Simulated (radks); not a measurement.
Spherical jellium clusters: N electrons in a uniform positive sphere of charge N and radius rs N^(1/3), rs = 5.22 bohr. Calculated with a radial shooting solver with Libxc functionals: non-relativistic Kohn-Sham, LDA (Slater exchange, Perdew-Wang correlation), spin-polarised, spherical densities. Levels are named by radial order and angular momentum (1s, 1p, 1d, 2s, ...), and open shells are averaged over m.

N = 9, configuration 1s2 1p6 1d(up 1, down 0). This is the lowest configuration that the search found. Occupied and some empty levels:

level    occupation  eigenvalue (eV)  <r> (bohr)
1s up             1          -3.4773       7.205
1s down           1          -3.4022       7.116
1p up             3          -2.7992       8.445
1p down           3          -2.7065       8.424
1d up             1          -1.9261       9.513
1d down           0          -1.8292       9.541
2s up             0          -1.4619       8.698
2s down           0          -1.4158       8.765
1f up             0         -0.94195       10.70
1f down           0         -0.85186       10.80
2p up             0         -0.61681       11.85
2p down           0         -0.57384       12.01

Energy (eV): total -15.7025, kinetic 9.7162, external -241.30, Hartree 119.89, exchange-correlation -25.802, background 121.80.

Electron density:

r (bohr)  n(r) (e/bohr^3)
0.346           0.0009135
1.65             0.001086
2.96             0.001432
4.26             0.001832
5.57             0.002113
6.87             0.002098
8.18             0.001715
9.48             0.001108
10.8            0.0005542
12.1            0.0002260
13.4           0.00008022
14.7           0.00002645
16.0            8.220e-06
17.3            2.480e-06
